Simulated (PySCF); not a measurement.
Harmonic spectrum computed at PBE0 in the def2-SVP basis family (core potentials from Rb on, PySCF, no spin–orbit coupling):

```
ω (cm⁻¹)  IR (km/mol)
     133         25.3
     183          3.2
     226         20.7
     356          258
     406          0.0
     418         80.5
     465          179
     762         40.2
     779          129
    1071          129
    3938          634
    3943          0.0
```

Task: Which molecule gave it? In each, all ligands are bound to the one heavy central atom.
A. ZrO(OH)₂ (singlet)
B. WO(OH)₂ (singlet)
C. PdO(OH)₂ (triplet)
D. HfO(OH)₂ (singlet)

Result: B. It has C2v symmetry with O–H 0.962 Å (×2), W–O 1.684 Å, W–O 1.858 Å (×2).
